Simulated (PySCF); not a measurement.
bromine (Br2), SMILES BrBr.

The structure is a stationary point at PBE-D3(BJ)/def2-TZVP.

Method: PBE-D3(BJ)/def2-TZVP (PySCF).

Frequencies are harmonic and unscaled.

Estimate the vibrational spectrum. (Estimate from the structure and the level; the computed values follow.)


```csv
mode,ν (cm⁻¹),IR (km/mol),moving atoms (share of kinetic energy)
1,313,0.0,Br 100 %
```
